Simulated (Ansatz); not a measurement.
Computed with Ansatz on PBE0-D4/def2-TZVP structures; ΔE is electronic, products minus reactants. CCSD(T)/CBS is the MP2 limit (def2-TZVPP, def2-QZVPP) plus CCSD(T) − MP2 in def2-TZVPP, frozen cores. DFT in def2-TZVPP. Elements past krypton have def2 core potentials. For Sn outer-core shells are correlated without core-valence functions, which leaves a few kJ/mol of doubt a bond. Each species was taken in one conformer, which may not be the lowest.

Reaction (redistribution): `COB(F)OC` + `C[O][Sn][CH3]` → trimethyl borate + `[CH3][Sn][F]`

```tsv
level	ΔE (kJ/mol)
PBE-D4	-21.3
LC-ωPBE	-31.3
RPA@PBE/def2-TZVPP	-19.6
HF/def2-SVP	-31.3
```

Task: What does CCSD(T)/CBS give? (Estimate.)

Result: Ansatz gave: -24.0 kJ/mol. The listed levels differ from it by 2.7, -7.3, 4.4, -7.3 kJ/mol.

Largest T1 diagnostic among the species: 0.017.

In def2-TZVPP, CCSD(T) changes the Hartree–Fock value by +10.4 kJ/mol (the triples alone add +2.3 kJ/mol) and MP2 by +11.7 kJ/mol. Leaving LDA and LC-ωPBE aside and taking each functional with its dispersion term where it has one, the values, not all of them listed here, spread over 7.7 kJ/mol, from ωB97X-V to PBE-D4. LDA lies +3.2 kJ/mol from PBE without D4. At CCSD(T), def2-SVP lies +3.6 kJ/mol from the extrapolated value and def2-TZVPP +4.2 kJ/mol.
